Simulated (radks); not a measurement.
Polarisability of the caesium ion Cs2+, [Kr] 4d10 5s2 5p5, at imaginary frequency. Method: scalar-relativistic Kohn-Sham, LDA (Slater exchange, Perdew-Wang correlation), spin-unpolarised, spherical densities, finite nucleus; Fermi nuclear charge, rms radius 4.8041 fm; computed with a radial shooting solver on a logarithmic mesh with Libxc functionals. Response by self-consistent Sternheimer equations with the Hartree and adiabatic LDA kernel, the relativistic mass of each level held fixed and spin-orbit coupling left out.

w (hartree)  alpha1(iw) (bohr^3)
0.00266                    11.71
0.0143                     11.71
0.0360                     11.69
0.0697                     11.61
0.118                      11.44
0.186                      11.06
0.280                      10.33
0.413                      9.112
0.605                      7.355
0.892                      5.285
1.35                       3.345
2.12                       1.878
3.59                      0.9205
6.94                      0.3460
17.5                     0.07663

Static values: alpha1 = 11.71 bohr^3 (1.735 angstrom^3; uncoupled 19.73). C6 = 85.51, triple-dipole C9 = 720.1 atomic units. One-pole (London) frequency 4 C6 / (3 alpha1^2) = 0.831 hartree, against 1.064 for minus the highest occupied eigenvalue.
